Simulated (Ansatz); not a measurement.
C₇H₁₈AgPS, SMILES `CC[P+](CC)(CC)[Ag-][S]C`: the same geometry under several functionals.

```yaml
crystal:
  periodic: [false, false, false]
  atoms:
    - {symbol: C, position_ang: [-1.151053, -0.108282, -2.400649]}
    - {symbol: C, position_ang: [-0.827996, 0.830996, -1.249145]}
    - {symbol: P, position_ang: [-0.427210, -0.061381, 0.297423]}
    - {symbol: C, position_ang: [-1.983097, -0.904407, 0.772962]}
    - {symbol: C, position_ang: [-3.237859, -0.049029, 0.834149]}
    - {symbol: C, position_ang: [-0.238047, 1.275329, 1.532804]}
    - {symbol: C, position_ang: [1.062038, 2.047757, 1.365610]}
    - {symbol: Ag, position_ang: [1.416447, -1.506844, 0.115441]}
    - {symbol: S, position_ang: [3.193272, -2.991481, -0.049430]}
    - {symbol: C, position_ang: [4.587417, -1.976773, -0.633573]}
    - {symbol: H, position_ang: [-0.336373, -0.816450, -2.570020]}
    - {symbol: H, position_ang: [-1.308009, 0.452827, -3.323878]}
    - {symbol: H, position_ang: [-2.058353, -0.685425, -2.208357]}
    - {symbol: H, position_ang: [0.051881, 1.433808, -1.490657]}
    - {symbol: H, position_ang: [-1.650171, 1.528790, -1.061349]}
    - {symbol: H, position_ang: [-1.778505, -1.371668, 1.741282]}
    - {symbol: H, position_ang: [-2.108377, -1.732570, 0.069648]}
    - {symbol: H, position_ang: [-3.476591, 0.390577, -0.136456]}
    - {symbol: H, position_ang: [-4.095073, -0.654625, 1.136472]}
    - {symbol: H, position_ang: [-3.141917, 0.763989, 1.556290]}
    - {symbol: H, position_ang: [-1.100599, 1.946402, 1.477612]}
    - {symbol: H, position_ang: [-0.266332, 0.791512, 2.514124]}
    - {symbol: H, position_ang: [1.104235, 2.565447, 0.404915]}
    - {symbol: H, position_ang: [1.165072, 2.801533, 2.148697]}
    - {symbol: H, position_ang: [1.924455, 1.379692, 1.423049]}
    - {symbol: H, position_ang: [5.455906, -2.631710, -0.726146]}
    - {symbol: H, position_ang: [4.835936, -1.181762, 0.070546]}
    - {symbol: H, position_ang: [4.388891, -1.536291, -1.611354]}
basis:
  gaussian: {orbitals: def2-TZVPP}
hamiltonian: {xc: {name: wB97X-V}}
output: {orbitals: {seedname: orbitals}}
```

```sh
$ ansatz run in.yaml --threads 11 --pin off --events-out ev --progress --plain --max-ram 166912MiB --backend cuda --devices 0, --max-vram 75GiB
```

Shortened log:

```
Functional definition: wB97X-V
3267 factors; their error is unknown
805 factors; integrals over basis functions are off by at most 1.0e-5 eV
mean field evaluation 1: about -31666.6941 eV, gradient 6.8e1 eV
mean field evaluation 2: about -31670.9999 eV, gradient 5.8e1 eV
mean field evaluation 4: about -31676.9317 eV, gradient 4.0e0 eV
mean field evaluation 8: about -31676.9817 eV, gradient 8.1e-2 eV
mean field evaluation 16: about -31676.9519 eV, gradient 4.3e-4 eV
mean field -31676.95192740 eV, -1164.1065119228 hartree, gradient 2.0e-5 eV, S^2 0.000000; 0 other end points of the search recorded, 0 dependent functions left out
reference -31676.95192388 eV, -1164.1065117934 hartree; 55, 55 occupied and 554, 554 virtual orbitals, 3267 factors
Total energy: -31676.95192388 eV, -1164.1065117934 hartree
```

It took 3.8 s on 11 threads of an AMD EPYC 7R13 on a shared host and a whole NVIDIA H100 80 GB, with 1.4 GiB of host memory at the peak.

With the line `hamiltonian: {xc: {name: BLYP}, dispersion: d4}` (abridged; 2.5 s):

```
Functional definition: BLYP
mean field evaluation 16: about -31676.5467 eV, gradient 2.8e-2 eV
mean field -31676.54670678 eV, -1164.0916203396 hartree, gradient 3.9e-5 eV, S^2 0.000000
Total energy: -31678.37921142 eV, -1164.1589636430 hartree
```

With the line `hamiltonian: {xc: {name: PBE-QIDH}}` (abridged; 3.9 s):

```
Functional definition: PBE-QIDH
mean field evaluation 16: about -31635.6989 eV, gradient 5.8e-4 eV
mean field -31635.69888368 eV, -1162.5904905284 hartree, gradient 2.1e-6 eV, S^2 0.000000
17 core orbitals not correlated: weight in the atoms' cores, before any rotation towards them, 1.000 or more for the frozen orbitals, at most 0.000 for the correlated occupied ones
second order -69.74850458 eV of doubles, -0.00000000 eV of singles
Total energy: -31658.94840743 eV, -1163.4448947669 hartree
```

With the line `hamiltonian: {xc: r2scan, dispersion: d4}` and forces (abridged; 3.2 s):

```
Functional definition: r2SCAN
mean field evaluation 16: about -31678.0215 eV, gradient 4.2e-3 eV
mean field -31678.02149105 eV, -1164.1458176618 hartree, gradient 3.6e-5 eV, S^2 0.000000
Total energy: -31678.26349033 eV, -1164.1547109714 hartree
Atom 0 force    -0.041667    -0.087998    -0.132150 eV/Å
Atom 1 force     0.024867     0.124286     0.012515 eV/Å
Atom 2 force     0.262183    -0.210671    -0.017085 eV/Å
Atom 3 force     0.042427    -0.141823     0.015274 eV/Å
Atom 4 force    -0.138388     0.091360     0.006429 eV/Å
Atom 5 force    -0.092398    -0.006187     0.083087 eV/Å
Atom 6 force     0.136254     0.095410    -0.006941 eV/Å
Atom 7 force    -0.064657     0.067557     0.001082 eV/Å
Atom 8 force    -0.221695    -0.039651     0.066786 eV/Å
Atom 9 force     0.143891     0.117961    -0.062339 eV/Å
Atom 10 force    -0.008984     0.008377     0.010842 eV/Å
Atom 11 force    -0.000578    -0.009774     0.011329 eV/Å
Atom 12 force     0.012775     0.008416     0.002550 eV/Å
Atom 13 force    -0.005593     0.001379    -0.003207 eV/Å
Atom 14 force    -0.002881     0.012304     0.004778 eV/Å
Atom 15 force    -0.003281    -0.002015    -0.002548 eV/Å
Atom 16 force    -0.005663    -0.003318     0.006661 eV/Å
Atom 17 force     0.003886    -0.006670     0.014444 eV/Å
Atom 18 force     0.010759     0.009936    -0.004868 eV/Å
Atom 19 force    -0.003220    -0.012814    -0.012954 eV/Å
Atom 20 force    -0.004266     0.005245    -0.001967 eV/Å
Atom 21 force    -0.006355     0.004588     0.003078 eV/Å
Atom 22 force    -0.000357    -0.009884     0.014682 eV/Å
Atom 23 force    -0.000127    -0.006989    -0.012731 eV/Å
Atom 24 force    -0.014343     0.001092    -0.005016 eV/Å
Atom 25 force    -0.019484     0.007345     0.003521 eV/Å
Atom 26 force    -0.005911    -0.012154    -0.013304 eV/Å
Atom 27 force     0.002807    -0.005309     0.018054 eV/Å
Dipole moment:    -1.294243     1.266337     0.055865 e Å
```

The same input with `hamiltonian: {xc: {name: wB97M-V}}` and forces (abridged; 4.8 s):

```
Functional definition: wB97M-V
mean field evaluation 16: about -31675.0941 eV, gradient 5.6e-4 eV
mean field -31675.09414104 eV, -1164.0382395333 hartree, gradient 7.3e-5 eV, S^2 0.000000
Total energy: -31675.09422640 eV, -1164.0382426702 hartree
Atom 0 force    -0.045023    -0.123456    -0.173366 eV/Å
Atom 1 force     0.016756     0.198672     0.148139 eV/Å
Atom 2 force    -0.023806     0.028534    -0.005129 eV/Å
Atom 3 force     0.139921    -0.149605     0.000890 eV/Å
Atom 4 force    -0.189849     0.104212     0.014704 eV/Å
Atom 5 force    -0.227905    -0.070148     0.061630 eV/Å
Atom 6 force     0.184238     0.116528    -0.010639 eV/Å
Atom 7 force     0.005296     0.011454    -0.003885 eV/Å
Atom 8 force    -0.030729    -0.140385     0.037930 eV/Å
Atom 9 force     0.143831     0.092247    -0.058245 eV/Å
Atom 10 force    -0.052211     0.043777     0.007446 eV/Å
Atom 11 force     0.012474    -0.054107     0.068704 eV/Å
Atom 12 force     0.049703     0.033624    -0.001360 eV/Å
Atom 13 force    -0.054899    -0.034511     0.011722 eV/Å
Atom 14 force     0.054303    -0.042053    -0.016695 eV/Å
Atom 15 force    -0.018208     0.028998    -0.059675 eV/Å
Atom 16 force     0.000647     0.049645     0.043454 eV/Å
Atom 17 force     0.019575    -0.026541     0.053454 eV/Å
Atom 18 force     0.063696     0.055795    -0.024859 eV/Å
Atom 19 force    -0.001041    -0.049266    -0.045238 eV/Å
Atom 20 force     0.060670    -0.042443     0.004277 eV/Å
Atom 21 force    -0.001157     0.033433    -0.058123 eV/Å
Atom 22 force    -0.005718    -0.035002     0.054944 eV/Å
Atom 23 force     0.001544    -0.058771    -0.065948 eV/Å
Atom 24 force    -0.051692     0.044640    -0.001525 eV/Å
Atom 25 force    -0.063806     0.074259     0.001226 eV/Å
Atom 26 force    -0.013124    -0.060020    -0.065083 eV/Å
Atom 27 force     0.026512    -0.029510     0.081252 eV/Å
Dipole moment:    -1.373385     1.306524     0.070240 e Å
```
